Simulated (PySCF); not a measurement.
C8H5Cl, SMILES C(#C)c1ccc(cc1)Cl at its GFN2-xTB optimised geometry (Å):

```
14

C     -1.9800    -2.6193    -0.0011
C     -1.3755    -1.5821    -0.0002
C     -0.6624    -0.3594     0.0000
C     -1.3493     0.8549     0.0001
C     -0.6550     2.0486     0.0001
C      0.7318     2.0312     0.0000
Cl     1.6034     3.5255    -0.0001
C      1.4297     0.8327     0.0000
C      0.7327    -0.3594     0.0000
H     -2.5085    -3.5255    -0.0012
H     -2.4290     0.8555     0.0002
H     -1.1824     2.9896     0.0002
H      2.5085     0.8371     0.0000
H      1.2648    -1.2989     0.0000
```

Calculation: PBE0/def2-TZVP (PySCF). Cells within 0.4 Å of a nucleus heavier than hydrogen are left out (blank, or x).

Map of the electron localisation function on the plane z = 0.0 Å:

```
|000000000000000000000000000|
|000000000000000100000000000|
|000000000000013542100000000|
|000000000000027886420000000|
|000000000671018986752000000|
|0000000069991068xx885100000|
|0000000079996037xx986200000|
|000000002999744887874000000|
|00000000027xx9xx62100000000|
|00000044126xx9xx72000000000|
|000005999669644985998300000|
|0000079998x23024x5999800000|
|0000049997x85148x6999800000|
|000000243276283483478200000|
|00000000015xx9xx62000000000|
|000000024589565998100000000|
|0000014675x6515999700000000|
|0000014788x5501999800000000|
|000001463x88600499300000000|
|00000158xx77610000000000000|
|000003899865410000000000000|
|000005999953200000000000000|
|000003999820000000000000000|
|000000487300000000000000000|
|000000000000000000000000000|
|000000000000000000000000000|
|000000000000000000000000000|
```
Scale: ten equal steps from 0.000 (start of '0') to 1.000 (end of '9'), in the order '0123456789'; x runs from -6.00 to 6.00, y from -6.00 (bottom) to 6.00 (top).
